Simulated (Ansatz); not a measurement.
C2H5Cl3OSi, SMILES `CCO[Si](Cl)(Cl)Cl` at its PBE0-D4/def2-TZVP geometry, where that method's forces vanish. Total charge 0; spin multiplicity 1.

```json
{"atom": "C1", "x (Å)": "-0.2535", "y (Å)": "-1.1873", "z (Å)": "-1.5452"}
{"atom": "C2", "x (Å)": "0.4272", "y (Å)": "-0.5056", "z (Å)": "-0.3885"}
{"atom": "O3", "x (Å)": "-0.4960", "y (Å)": "0.3948", "z (Å)": "0.2228"}
{"atom": "Si4", "x (Å)": "-0.2058", "y (Å)": "1.3365", "z (Å)": "1.4923"}
{"atom": "Cl5", "x (Å)": "0.3117", "y (Å)": "0.2303", "z (Å)": "3.1183"}
{"atom": "Cl6", "x (Å)": "-1.8970", "y (Å)": "2.3686", "z (Å)": "1.8769"}
{"atom": "Cl7", "x (Å)": "1.3179", "y (Å)": "2.6278", "z (Å)": "1.1098"}
{"atom": "H8", "x (Å)": "-1.1254", "y (Å)": "-1.7474", "z (Å)": "-1.2030"}
{"atom": "H9", "x (Å)": "0.4379", "y (Å)": "-1.8821", "z (Å)": "-2.0273"}
{"atom": "H10", "x (Å)": "-0.5810", "y (Å)": "-0.4550", "z (Å)": "-2.2851"}
{"atom": "H11", "x (Å)": "1.3043", "y (Å)": "0.0563", "z (Å)": "-0.7268"}
{"atom": "H12", "x (Å)": "0.7599", "y (Å)": "-1.2368", "z (Å)": "0.3558"}
```

Problem. For each bond, give half the difference of the two atoms' forces along it (eV/Å; positive pushes the atoms apart) under PBE-D4, r2SCAN-D4, B3LYP-D4, ωB97M-V in def2-TZVPP. (An estimate is asked.)

Solution. Ansatz gave: 
| bond | length (Å) | PBE-D4 | r2SCAN-D4 | B3LYP-D4 | ωB97M-V |
| --- | --- | --- | --- | --- | --- |
| C1–C2 | 1.505 | -0.02 | 0.07 | 0.13 | 0.18 |
| C1–H8 | 1.091 | 0.11 | -0.03 | -0.06 | -0.08 |
| C1–H9 | 1.092 | 0.10 | -0.03 | -0.07 | -0.08 |
| C1–H10 | 1.091 | 0.11 | -0.03 | -0.06 | -0.08 |
| C2–O3 | 1.427 | 0.20 | 0.30 | 0.27 | 0.20 |
| C2–H11 | 1.095 | 0.08 | -0.07 | -0.13 | -0.13 |
| C2–H12 | 1.095 | 0.08 | -0.07 | -0.13 | -0.13 |
| O3–Si4 | 1.607 | 0.31 | -0.03 | -0.06 | -0.02 |
| Si4–Cl5 | 2.034 | 0.12 | 0.04 | 0.15 | 0.02 |
| Si4–Cl6 | 2.018 | 0.13 | 0.04 | 0.10 | 0.02 |
| Si4–Cl7 | 2.034 | 0.12 | 0.04 | 0.15 | 0.02 |

B3LYP here is the variant with VWN-RPA as its local correlation; programs differ in this.
